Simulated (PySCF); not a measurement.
Isomers of CH10O2Si3, mass 137.999 u with the commonest isotopes. Theory: PBE0-D3(BJ)/def2-SVP geometry optimisation, gas phase in PySCF 2.14.0. One conformer each, none proved a minimum here; rigid rotors.

Problem. Order these by rotational constant C, largest first.
A. `[CH3:1][Si@H:2]([SiH3:3])[O:4][SiH2:5][OH:6]` with C1–Si2–O4–Si5 73°, Si2–O4–Si5–O6 -58°, O4–Si5–O6–H -69°
B. `[CH3:1][SiH2:2][O:3][SiH2:4][O:5][SiH3:6]` with C1–Si2–O3–Si4 -116°, Si2–O3–Si4–O5 5°, O3–Si4–O5–Si6 1°
C. `[CH3:1][SiH:2]([O:3][SiH3:4])[O:5][SiH3:6]` with C1–Si2–O3–Si4 -89°, C1–Si2–O5–Si6 95°
D. `[OH:1][Si@H:2]([CH2:3][SiH3:4])[O:5][SiH3:6]` with H–O1–Si2–C3 55°, O1–Si2–C3–Si4 -65°, O1–Si2–O5–Si6 141°

Solution. A (941.2 MHz), D (920.6 MHz), C (884.1 MHz), B (792.0 MHz).

Problem. Order these by dipole moment, smallest first.
A. `[CH3:1][Si@H:2]([SiH3:3])[O:4][SiH2:5][OH:6]` with C1–Si2–O4–Si5 73°, Si2–O4–Si5–O6 -58°, O4–Si5–O6–H -69°
B. `[OH:1][Si@H:2]([CH2:3][SiH3:4])[O:5][SiH3:6]` with H–O1–Si2–C3 55°, O1–Si2–C3–Si4 -65°, O1–Si2–O5–Si6 141°
C. `[CH3:1][SiH:2]([O:3][SiH3:4])[O:5][SiH3:6]` with C1–Si2–O3–Si4 -89°, C1–Si2–O5–Si6 95°
D. `[CH3:1][O:2][Si@@H:3]([SiH3:4])[O:5][SiH3:6]` with C1–O2–Si3–Si4 176°, O2–Si3–O5–Si6 -62°

Solution. C (0.89 D), D (1.06 D), B (1.49 D), A (1.85 D).

Problem. Order these by radius of gyration √(Σ m r²/M), largest first.
A. `[CH3:1][SiH:2]([O:3][SiH3:4])[O:5][SiH3:6]` with C1–Si2–O3–Si4 -89°, C1–Si2–O5–Si6 95°
B. `[CH3:1][SiH2:2][O:3][SiH2:4][O:5][SiH3:6]` with C1–Si2–O3–Si4 -116°, Si2–O3–Si4–O5 5°, O3–Si4–O5–Si6 1°
C. `[OH:1][Si@H:2]([CH2:3][SiH3:4])[O:5][SiH3:6]` with H–O1–Si2–C3 55°, O1–Si2–C3–Si4 -65°, O1–Si2–O5–Si6 141°

Solution. B (2.206 Å), A (2.099 Å), C (2.078 Å).

| SMILES | point group | Ia (u·Å²) | Ib (u·Å²) | Ic (u·Å²) | κ | μa (D) | μb (D) | μc (D) |
| --- | --- | --- | --- | --- | --- | --- | --- | --- |
| C[SiH](O[SiH3])O[SiH3] | – | 262.03 | 382.69 | 571.63 | -0.16 | 0.06 | 0.20 | 0.87 |
| CO[Si@@H]([SiH3])O[SiH3] | C1 | 297.03 | 357.43 | 579.31 | 0.31 | 0.49 | 0.94 | 0.05 |
| C[SiH2]O[SiH2]O[SiH3] | C1 | 193.70 | 511.09 | 638.08 | -0.78 | 0.79 | 0.75 | 0.42 |
| C[Si@H]([SiH3])O[SiH2]O | C1 | 215.76 | 460.06 | 536.95 | -0.78 | 0.60 | 1.75 | 0.11 |
| O[Si@H](C[SiH3])O[SiH3] | C1 | 258.20 | 384.26 | 548.97 | -0.24 | 0.68 | 1.29 | 0.31 |
